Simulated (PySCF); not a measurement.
Geometries of 2 isomers of C5H6N2Si, from PySCF 2.14.0, PBE0-D3(BJ)/def2-SVP geometry optimisation, gas phase. One conformer each, no zero-point energy, no frequencies.

Question: Which is lower in electronic energy at this level?
A.
```xyz
14
angstrom
C     -0.564    2.477    0.764
C     -0.069    1.370    0.693
C      0.486    0.072    0.614
C      1.783   -0.375    0.435
N      1.818   -1.735    0.426
C      0.579   -2.121    0.594
N     -0.295   -1.075    0.718
Si    -2.064   -1.135    0.944
H     -0.997    3.459    0.824
H      2.676    0.235    0.314
H      0.241   -3.157    0.637
H     -2.735   -0.469   -0.203
H     -2.382   -2.589    0.982
H     -2.426   -0.473    2.225
```
B.
```xyz
14
angstrom
C     -1.040    2.321    0.132
C     -0.336    1.251    0.804
C      0.253    0.309    1.299
C      0.930   -0.859    1.767
N      1.129   -1.920    1.091
Si     0.709   -2.387   -0.518
C     -0.074   -1.052   -1.586
N     -0.551   -0.220   -2.238
H     -1.081    2.107   -0.949
H     -2.072    2.403    0.507
H     -0.543    3.290    0.290
H      1.308   -0.818    2.805
H      1.942   -2.801   -1.234
H     -0.280   -3.494   -0.455
```

Answer: A. That is `C#Cc1cncn1[SiH3]`, 17.8 kcal/mol below the other.

| SMILES | atoms numbered as above | E (Eh) | relative (kcal/mol) | relative (kJ/mol) | dipole (D) |
| --- | --- | --- | --- | --- | --- |
| C#Cc1cncn1[SiH3] | [CH:1]#[C:2][c:3]1[cH:4][n:5][cH:6][n:7]1[SiH3:8] | -592.30085 | 0.0 | 0.0 | 3.23 |
| CC#C/C=N\[SiH2]C#N | [CH3:1][C:2]#[C:3]/[CH:4]=[N:5]\[SiH2:6][C:7]#[N:8] | -592.27242 | 17.8 | 74.7 | 1.90 |

As drawn, the lower has an aromatic ring, which the higher lacks; the higher has a C≡N group, a C=N bond and an Si–C bond, which the lower lacks.
